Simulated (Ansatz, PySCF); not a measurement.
System: sum formula SiH2I (charge 0, doublet). It need not be the lowest isomer of its formula. 
Geometry from a B3LYP-D3(BJ)/def2-TZVP (Ansatz, a first-principles code) optimisation:
```xyz
4

Si     1.5352    -1.0689     0.0586
I     -0.4626     0.3547    -0.0178
H      1.4701    -1.9119     1.2798
H      1.5547    -1.9240    -1.1557
```
Charge 0, spin multiplicity 2.

Dipole moments at this geometry, in debye (magnitudes).

```csv
level,program,dipole (D)
SVWN5/def2-TZVPD,Ansatz,0.80
BLYP/def2-TZVPD,Ansatz,0.75
TPSS/def2-TZVPD,PySCF,0.84
M06-L/def2-TZVPD,PySCF,0.62
B97M-V/def2-TZVPD,Ansatz,0.68
PBE0/def2-TZVPD,Ansatz,0.97
TPSSh/def2-TZVPD,PySCF,[?]
M06-2X/def2-TZVPD,PySCF,1.29
CCSD(T)/def2-SVPD,Ansatz,[?]
```

Problem. Fill in the missing entries.

Solution. 
- TPSSh/def2-TZVPD, dipole (D): 0.91
- CCSD(T)/def2-SVPD, dipole (D): 0.96
